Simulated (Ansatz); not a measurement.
Reaction (hydrogen abstraction from a Ge–H bond): `[OH][GeH]([F])[F]` + `[OH]`• → `[OH][Ge]([F])[F]`• + H₂O

Computed with Ansatz on PBE0-D4/def2-TZVP structures; ΔE is electronic, products minus reactants. CBS: MP2 limit from def2 TZ/QZ plus the TZ coupled-cluster correction, frozen cores. This one scheme is used for every species. DFT in def2-TZVPP. B3LYP here is the variant with VWN-RPA as its local correlation; programs differ in this. HSE06 is defined as in plane-wave codes. Open shells (•) are unrestricted, without spin–orbit coupling. For Ge outer-core shells are correlated without core-valence functions, which leaves a few kJ/mol of doubt a bond. Scalar relativity is left out up to krypton. One conformer a species, not always the lowest.

| level | ΔE (kJ/mol) | difference from CCSD(T)/CBS |
| --- | --- | --- |
| LDA (SPW92) | -198.5 | -65.6 |
| PBE-D4 | -167.5 | -34.6 |
| revPBE-D4 | -159.1 | -26.2 |
| BLYP-D4 | -160.7 | -27.8 |
| r2SCAN-D4 | -142.4 | -9.5 |
| PBE0-D4 | -140.8 | -7.9 |
| B3LYP-D4 | -142.1 | -9.2 |
| r2SCANh-D4 | -135.4 | -2.5 |
| r2SCAN0-D4 | -125.5 | 7.4 |
| HSE06-D4 | -141.9 | -9.0 |
| BHLYP-D4 | -109.4 | 23.5 |
| CAM-B3LYP-D4 | -136.5 | -3.6 |
| ωB97X-V | -128.9 | 4.0 |
| ωB97M-V | -141.4 | -8.5 |
| B2PLYP | -139.1 | -6.2 |
| PBE-QIDH | -131.0 | 1.9 |
| PBE | -168.3 | -35.4 |
| BLYP | -162.4 | -29.5 |
| r2SCAN | -142.6 | -9.7 |
| B3LYP | -143.3 | -10.4 |
| r2SCANh | -135.6 | -2.7 |
| r2SCAN0 | -125.7 | 7.2 |
| HSE06 | -142.5 | -9.6 |
| BHLYP | -110.2 | 22.7 |
| CAM-B3LYP | -137.1 | -4.2 |
| LC-ωPBE | -136.2 | -3.3 |
| HF/def2-SVP | -38.0 | 94.9 |
| MP2/def2-SVP | -124.0 | 8.9 |
| CCSD/def2-SVP | -98.7 | 34.2 |
| CCSD(T)/def2-SVP | -103.3 | 29.6 |
| HF/def2-TZVPP | -50.9 | 82.0 |
| SCS-MP2/def2-TZVPP | -132.4 | 0.5 |
| CCSD/def2-TZVPP | -117.0 | 15.9 |
| CCSD(T)/def2-TZVPP | -125.2 | 7.7 |
| HF/def2-QZVPP | -52.6 | 80.3 |
| MP2/def2-QZVPP | -155.3 | -22.4 |
| SCS-MP2/def2-QZVPP | -137.3 | -4.4 |
| HF/CBS(def2) | -52.8 | 80.1 |
| MP2/CBS(def2) | -158.0 | -25.1 |
| CCSD/CBS(def2) | -124.7 | 8.2 |
| CCSD(T)/CBS | -132.9 | 0 |

Largest T1 diagnostic among the species: 0.015.

In def2-TZVPP, CCSD(T) changes the Hartree–Fock value by −74.3 kJ/mol (the triples alone add −8.2 kJ/mol) and MP2 by −99.4 kJ/mol. From BLYP to BHLYP (50 % exact exchange), in def2-TZVPP and without D4, ΔE moves by +52.2 kJ/mol.
